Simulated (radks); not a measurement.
Spherical quantum dot in the effective-mass picture: electrons in a well V = -V0 / (1 + exp((r - R)/a)) with V0 = 4.08, R = 7.02, a = 0.64, all in effective atomic units (hartree* = m*/eps^2 hartree, bohr* = eps/m* bohr), one dielectric constant everywhere. Calculated with a radial shooting solver with Libxc functionals: non-relativistic Kohn-Sham, LDA (Slater exchange, Perdew-Wang correlation), spin-polarised, spherical densities. Levels are named by radial order and angular momentum (1s, 1p, 1d, 2s, ...), and open shells are averaged over m. Results are scaled to m* = 0.035 and eps = 12.9, for which hartree* = 5.723 meV and bohr* = 19.5 nm. Each electron was tried in the lowest free levels, single moves between levels near the top were tried too, and the lowest total energy was kept; such a search can miss a lower state. The series stops at N = 17: beyond it a trial failed or the search could not be trusted, so later rows were left out. At N = 1 the Hartree and exchange-correlation terms need not cancel, so that row can carry a self-interaction error.

N        open shells  2S   E (meV)  mu = E(N) - E(N-1) (meV)  addition energy mu(N+1) - mu(N) (meV)  e(HOMO) (meV)  rms radius (nm)
1   1s(up 1, down 0)   1  -22.4734                   -22.473                                  1.413        -21.891            63.38
2               none   0  -43.5342                   -21.061                                  1.787        -20.481            68.40
3   1p(up 1, down 0)   1  -62.8082                   -19.274                                  1.098        -18.729            74.04
4   1p(up 2, down 0)   2  -80.9837                   -18.176                                  1.108        -17.621            77.42
5   1p(up 3, down 0)   3  -98.0512                   -17.067                                  1.340        -16.514            79.91
6   1p(up 3, down 1)   2  -113.779                   -15.728                                  1.048        -15.206            82.01
7   1p(up 3, down 2)   1  -128.459                   -14.680                                  1.055        -14.153            83.75
8               none   0  -142.084                   -13.625                                  1.726        -13.098            85.26
9   1d(up 1, down 0)   1  -153.983                   -11.899                                  1.013        -11.393            86.94
10  1d(up 2, down 0)   2  -164.870                   -10.886                                  1.011        -10.380            88.38
11  1d(up 3, down 0)   3  -174.745                   -9.8752                                  1.008        -9.3705            89.65
12  1d(up 4, down 0)   4  -183.612                   -8.8670                                  1.004        -8.3642            90.79
13  1d(up 5, down 0)   5  -191.475                   -7.8628                                  1.221        -7.3620            91.83
14  1d(up 5, down 1)   4  -198.116                   -6.6415                                 0.9748        -6.1541            92.80
15  1d(up 5, down 2)   3  -203.783                   -5.6667                                 0.9741        -5.1795            93.70
16  1d(up 5, down 3)   2  -208.476                   -4.6927                                 0.9722        -4.2062            94.54
17  1d(up 5, down 4)   1  -212.196                   -3.7205                                      -        -3.2353            95.33

All shells are closed at N = 2, 8 (there: 1s2 1p6); the second difference of the energy has clear peaks (12 % above both neighbours; the first and last values, which can be the largest, are not judged, and half-filled shells can peak too) at N = 2, 5, 8, 13.
